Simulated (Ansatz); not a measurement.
`F[SiH]1[O][GeH2]1` + H₂ → `[O]1[SiH2][GeH2]1` + H–F  (hydrogenolysis of the Si–F bond)

Isolated molecules relaxed with PBE0-D4/def2-TZVP in Ansatz; ΔE leaves out vibrations. CCSD(T)/CBS adds triple-zeta CCSD(T) − MP2 to the extrapolated MP2 energy (def2 sets, frozen cores). This one scheme is used for every species. DFT in def2-TZVPP. B3LYP here is the variant with VWN-RPA as its local correlation; programs differ in this. For Ge outer-core shells are correlated without core-valence functions, which leaves a few kJ/mol of doubt a bond. Scalar relativity is left out up to krypton.

`F[SiH]1[O][GeH2]1`:

Cartesian coordinates in Å:
```
F -0.319 -1.649 -1.667
Si -0.101 -1.077 -0.202
O 1.196 -0.127 0.030
Ge -0.231 1.126 0.262
H -0.322 -2.212 0.717
H -0.131 1.726 1.672
H -0.092 2.213 -0.812
```

H₂:

Cartesian coordinates in Å:
```
H 0.334 -0.085 0.143
H -0.334 0.085 -0.143
```

`[O]1[SiH2][GeH2]1`:

```xyz
7

O    -0.023    0.392   -1.147
Si    1.126   -0.014   -0.033
Ge   -1.099   -0.088    0.332
H     1.934   -1.229   -0.308
H     1.986    1.081    0.480
H    -1.935    1.130    0.747
H    -1.990   -1.271   -0.072
```

H–F:

```xyz
2

F     0.002   -0.423   -0.180
H    -0.002    0.423    0.180
```

Is it downhill or uphill in electronic energy at CCSD(T)/CBS, and by how much? (An estimate is asked.)

Computed: Uphill: ΔE = +30.0 kcal/mol.

What do these levels give: LDA (SPW92), B97M-V, B3LYP, r2SCAN0, SCS-MP2/def2-TZVPP, HF/CBS(def2)? (An estimate is asked.)

The calculation gave: LDA (SPW92) 29.8, B97M-V 32.2, B3LYP 30.8, r2SCAN0 31.1, SCS-MP2/def2-TZVPP 30.8, HF/CBS(def2) 30.5 kcal/mol.

What do rigid-rotor, harmonic-oscillator terms from PBE0-D4/def2-TZVP frequencies (298.15 K, 1 bar) make of the CCSD(T)/CBS value? (Estimate.)

Computed: ΔZPE = +2.6 kcal/mol, ΔH = +32.1 kcal/mol, ΔS = 22 J/(mol·K), ΔG = +30.6 kcal/mol.

Largest T1 diagnostic among the species: 0.014.

From r2SCAN to r2SCAN0 (25 % exact exchange), in def2-TZVPP and without D4, ΔE moves by −1.3 kcal/mol. Leaving LDA and LC-ωPBE aside and taking each functional with its dispersion term where it has one, the values, not all of them listed here, spread over 3.7 kcal/mol, from HSE06-D4 to r2SCAN-D4.
